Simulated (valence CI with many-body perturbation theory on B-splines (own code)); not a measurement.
**Ge¹¹⁺: E2, M1 decay**

Computed by configuration interaction combined with many-body perturbation theory (CI+MBPT): three valence electrons over a frozen Dirac-Fock core [Ar], radial functions for each j: 7 s, 7 p, 8 d, 6 f, 4 g, 1 h, with the one-electron correlation potential Σ1 (screened to all orders), the two-electron term Σ2, the three-electron term Σ3, Breit, model QED; selected single and double excitations, second order for the rest, scaled by the run's own slope (own B-spline code, finite nucleus).

No measured levels were compared; by estimate terms of the open shell hold to 2 to 4 % of their energy, and close levels can change places. The list stops below the first excitations out of the core. Only levels of the ground parity were solved; by the run's estimate the other parity begins above the list, which can be wrong where configurations are misplaced.

Lines 51 to 82 of 82 in falling wavelength, among levels below 64.820 eV, chosen from the decays that carry over 1 % of a level's rate. Wavelengths and rates use the calculated energies, so an error of 2000 cm⁻¹ moves a line at 2155 Å by 4.3 % and its rate by three times that or more. Electric multipoles are in the length gauge, E1 and E2 with the static RPA response of the core. S is in atomic units (e²a₀⁴ for E2 and M2, e²a₀⁶ for E3), for M1 in squared Bohr magnetons. Weak lines are less certain than strong ones. Lines between different terms over intervals too small for the method are left out, as are lines whose strength nearly cancels. The highest levels of a list are the least certain.

Names give the largest LS component (configuration and term), which can be under half, so a name can repeat, a term be missing and a line seem to break the LS rules; names also repeat where a configuration has a term twice. Letters in brackets count levels of one name in rising energy.

| λ vac (Å) | Upper | Lower | Type | A (s⁻¹) | S (a.u.) |
| --- | --- | --- | --- | --- | --- |
| 2155 | 3d3 2D_3/2 [a] | 3d3 4F_3/2 | M1 | 1.54e+01 | 2.28e-02 |
| 2072 | 3d3 2D_5/2 [a] | 3d3 4F_7/2 | M1 | 3.25e+01 | 6.43e-02 |
| 2066 | 3d3 2P_1/2 | 3d3 4F_3/2 | M1 | 2.73e-01 | 1.78e-04 |
| 2059 | 3d3 2F_5/2 | 3d3 4P_3/2 | M1 | 2.16e-01 | 4.19e-04 |
| 1945 | 3d3 2D_5/2 [a] | 3d3 4F_5/2 | M1 | 4.65e+00 | 7.61e-03 |
| 1858 | 3d3 2P_3/2 | 3d3 4F_5/2 | M1 | 1.78e+01 | 1.69e-02 |
| 1852 | 3d3 2D_5/2 [a] | 3d3 4F_3/2 | M1 | 1.22e+00 | 1.73e-03 |
| 1773 | 3d3 2P_3/2 | 3d3 4F_3/2 | M1 | 8.47e+00 | 7.00e-03 |
| 1450 | 3d3 2D_5/2 [b] | 3d3 2P_3/2 | M1 | 6.14e+00 | 4.16e-03 |
| 1450 | 3d3 2D_5/2 [b] | 3d3 2P_3/2 | E2 | 2.74e+00 | 9.40e-02 |
| 1397 | 3d3 2F_7/2 | 3d3 4F_9/2 | M1 | 8.96e+00 | 7.24e-03 |
| 1377 | 3d3 2D_3/2 [b] | 3d3 2D_5/2 [a] | M1 | 2.77e+01 | 1.07e-02 |
| 1354 | 3d3 2D_5/2 [b] | 3d3 2H_9/2 | E2 | 2.27e+00 | 5.54e-02 |
| 1308 | 3d3 2F_5/2 | 3d3 4F_7/2 | M1 | 8.25e-01 | 4.11e-04 |
| 1278 | 3d3 2F_7/2 | 3d3 4F_5/2 | M1 | 3.34e+00 | 2.07e-03 |
| 1278 | 3d3 2D_3/2 [b] | 3d3 2P_1/2 | E2 | 2.69e+00 | 3.28e-02 |
| 1266 | 3d3 2D_5/2 [b] | 3d3 2D_3/2 [a] | M1 | 2.08e+01 | 9.38e-03 |
| 1256 | 3d3 2F_5/2 | 3d3 4F_5/2 | M1 | 8.09e-01 | 3.57e-04 |
| 1246 | 3d3 2D_3/2 [b] | 3d3 2D_3/2 [a] | E2 | 3.92e+00 | 4.21e-02 |
| 1246 | 3d3 2D_3/2 [b] | 3d3 2D_3/2 [a] | M1 | 1.81e+00 | 5.21e-04 |
| 1217 | 3d3 2F_5/2 | 3d3 4F_3/2 | M1 | 7.41e+00 | 2.97e-03 |
| 1161 | 3d3 2D_5/2 [b] | 3d3 2G_9/2 | E2 | 1.58e+01 | 1.79e-01 |
| 1141 | 3d3 2D_5/2 [b] | 3d3 4P_5/2 | M1 | 4.50e+01 | 1.48e-02 |
| 1131 | 3d3 2D_5/2 [b] | 3d3 2G_7/2 | E2 | 1.94e+00 | 1.92e-02 |
| 1125 | 3d3 2D_3/2 [b] | 3d3 4P_5/2 | M1 | 2.93e+00 | 6.19e-04 |
| 1115 | 3d3 2D_3/2 [b] | 3d3 2G_7/2 | E2 | 2.42e+01 | 1.49e-01 |
| 1089 | 3d3 2D_5/2 [b] | 3d3 4P_3/2 | M1 | 4.49e+00 | 1.29e-03 |
| 1075 | 3d3 2D_3/2 [b] | 3d3 4P_3/2 | M1 | 1.52e+01 | 2.79e-03 |
| 1074 | 3d3 2D_3/2 [b] | 3d3 4P_1/2 | M1 | 4.33e+00 | 7.96e-04 |
| 835.7 | 3d3 2D_5/2 [b] | 3d3 4F_7/2 | M1 | 8.92e+00 | 1.16e-03 |
| 806.0 | 3d3 2D_3/2 [b] | 3d3 4F_5/2 | M1 | 9.19e+00 | 7.14e-04 |
| 789.6 | 3d3 2D_3/2 [b] | 3d3 4F_3/2 | M1 | 3.67e+00 | 2.68e-04 |
